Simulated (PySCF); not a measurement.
Cartesian coordinates (Å):
```xyz
7

Si     1.6298     0.1648    -0.3431
C      0.0002     0.0001     0.0010
Si    -1.6294    -0.1646     0.3452
H      2.7006    -0.5474     0.3921
H      2.1584     1.0386    -1.4160
H     -2.5032    -1.1815    -0.2846
H     -2.3549     0.6906     1.3129
```
Charge 0, spin multiplicity 1.

Q: Predict the HOMO, LUMO and total energy from PBE-D3(BJ)/def2-TZVP // PBE0-D3(BJ)/def2-TZVP (PySCF).

A: 
| Property | Value |
|---|---|
| HOMO | -5.75 eV |
| LUMO | -2.38 eV |
| total energy | -619.0575 Ha |
